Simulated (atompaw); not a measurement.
Varying the PAW (atompaw) potential for Li

Base potential:

- Element: lithium (Li)
- Generator: atompaw 4.2.0.5
- Type: PAW
- Functional: PBEsol
- Relativity: scalar-relativistic
- Frozen core: none
- Valence charge: 3
- Reference configuration: 1s2 2s0 2p0 (charge +1)
- Partial waves: 1s (bound): rc 0.55 bohr; 2s (bound, empty): rc 3.00 bohr; 2p (bound, empty): rc 3.00 bohr; 2p channel at 2.05 Ry: rc 3.00 bohr; 3d channel at 0.3 Ry: rc 3.00 bohr; 3d channel at 1.55 Ry: rc 3.00 bohr
- Local potential: bessel scheme, radius 1.95 bohr
- Core correction: none
- Augmentation charge: sinc compensation charge, radius 2.45 bohr; PAW radius 3.00 bohr; waves and projectors: custom rrkj vanderbiltortho

Cutoffs, loose and tight: the cutoffs (Ry, on a coarse ladder) from which the occupation-weighted sum of valence levels, in a spherical-Bessel basis at the reference potential, stays within 10 and 1 mRy of its value at 400 Ry. They see the waves, projectors and local potential, not the compensation charge or the core. A dash means not determined.

```tsv
change	outcome	cutoff, loose	cutoff, tight	bound ghosts
base	generated	140 Ry	180 Ry	none
all radii scaled by about 0.75 (s 0.42, p 2.26, d 2.26 bohr); local potential bessel scheme, radius 1.46 bohr; augmentation sinc compensation charge, radius 1.84 bohr; PAW radius 2.26 bohr; waves and projectors: custom rrkj vanderbiltortho	generated	230 Ry	300 Ry	none
all radii scaled by about 0.81 (s 0.44, p 2.44, d 2.44 bohr); local potential bessel scheme, radius 1.58 bohr; augmentation sinc compensation charge, radius 1.98 bohr; PAW radius 2.44 bohr; waves and projectors: custom rrkj vanderbiltortho	generated	200 Ry	260 Ry	none
all radii scaled by about 0.87 (s 0.48, p 2.60, d 2.60 bohr); local potential bessel scheme, radius 1.70 bohr; augmentation sinc compensation charge, radius 2.12 bohr; PAW radius 2.60 bohr; waves and projectors: custom rrkj vanderbiltortho	generated	180 Ry	230 Ry	none
all radii scaled by about 0.91 (s 0.50, p 2.74, d 2.74 bohr); local potential bessel scheme, radius 1.78 bohr; augmentation sinc compensation charge, radius 2.24 bohr; PAW radius 2.74 bohr; waves and projectors: custom rrkj vanderbiltortho	generated	160 Ry	230 Ry	none
all radii scaled by about 1.06 (s 0.58, p 3.18, d 3.18 bohr); local potential bessel scheme, radius 2.08 bohr; augmentation sinc compensation charge, radius 2.60 bohr; PAW radius 3.18 bohr; waves and projectors: custom rrkj vanderbiltortho	generated	140 Ry	160 Ry	none
all radii scaled by about 1.18 (s 0.64, p 3.54, d 3.54 bohr); local potential bessel scheme, radius 2.30 bohr; augmentation sinc compensation charge, radius 2.90 bohr; PAW radius 3.54 bohr; waves and projectors: custom rrkj vanderbiltortho	generated	110 Ry	140 Ry	none
all radii scaled by about 1.24 (s 0.68, p 3.72, d 3.72 bohr); local potential bessel scheme, radius 2.42 bohr; augmentation sinc compensation charge, radius 3.04 bohr; PAW radius 3.72 bohr; waves and projectors: custom rrkj vanderbiltortho	generated	100 Ry	120 Ry	none
all radii scaled by about 1.29 (s 0.70, p 3.86, d 3.86 bohr); local potential bessel scheme, radius 2.52 bohr; augmentation sinc compensation charge, radius 3.16 bohr; PAW radius 3.86 bohr; waves and projectors: custom rrkj vanderbiltortho	generated	90 Ry	120 Ry	none
```

Task: What comes out with this change to the base: all radii scaled by about 1.09 (s 0.60, p 3.28, d 3.28 bohr); local potential bessel scheme, radius 2.14 bohr; augmentation sinc compensation charge, radius 2.68 bohr; PAW radius 3.28 bohr; waves and projectors: custom rrkj vanderbiltortho?

Result: outcome: generated; cutoff, loose: 120 Ry; cutoff, tight: 160 Ry; bound ghosts: none.

Reading the sweep of the scale of all radii (base = 1) (base included, trends over the rows without a ghost): The loose cutoff falls from 230 Ry at 0.75 to 90 Ry at 1.29. A larger radius leaves more room for a smooth pseudo-wave, so fewer plane waves are needed; a smaller one forces it to follow the all-electron wave where it bends sharply.
